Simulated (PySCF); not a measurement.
Si(Cl)2(Me)(OH) (CH4Cl2OSi), SMILES O[Si](Cl)(Cl)C. Atoms are numbered in the order given.

```xyz
9

C     -1.1204     1.7433     0.0000
Si     0.0965     0.3440     0.0000
O      1.6317     0.9834     0.0000
Cl    -0.1746    -0.8699    -1.6689
Cl    -0.1746    -0.8699     1.6689
H     -0.9766     2.3715     0.9014
H     -2.1559     1.3516     0.0000
H     -0.9766     2.3715    -0.9014
H      2.3617     0.3389     0.0000
```

Geometry optimised at PBE-D3(BJ)/def2-SVP. One conformer was computed; it need not be the lowest.

The numbers are results of SMD-B3LYP/def2-SVP run with PySCF, not measurements.

Solvation free energies are E(SMD) − E(gas) at the gas-phase geometry, for 1 M in both phases. In vacuum the dipole moment is 0.96 D.

Problem. Rank water, 1-octanol, dimethylsulfoxide by solvation free energy, most negative first.

Solution. 1-octanol (-6.4 kcal/mol), dimethylsulfoxide (-5.1 kcal/mol), water (-3.8 kcal/mol)
